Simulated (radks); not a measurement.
Effect of the nuclear size on the neon ion Ne2+, [He] 2s2 2p4. Calculated with a radial shooting solver on a logarithmic mesh with Libxc functionals: Dirac Kohn-Sham, BLYP, spin-unpolarised, spherical densities, finite nucleus; open shells are shared between the two j in proportion to 2j + 1; Fermi nuclear charge, rms radius 3.0055 fm. The rms radius is varied about that value; shifts are against it.

rms radius (fm)  total energy shift (eV)  density at nucleus (e/bohr^3)  1s1/2 shift (meV)
2.6028                         -0.000300                          654.6             -0.122
2.8402                         -0.000128                          654.2             -0.052
3.0055                                 0                            654              0.000
3.303                           0.000249                          653.5              0.101
3.6787                          0.000598                            653              0.242

Slopes of the eigenvalues against <r^2> in GHz/fm^2, as finite differences over the two radii next to the reference (eigenvalue slopes, not the field-shift constants of lines): 1s1/2 13.0.
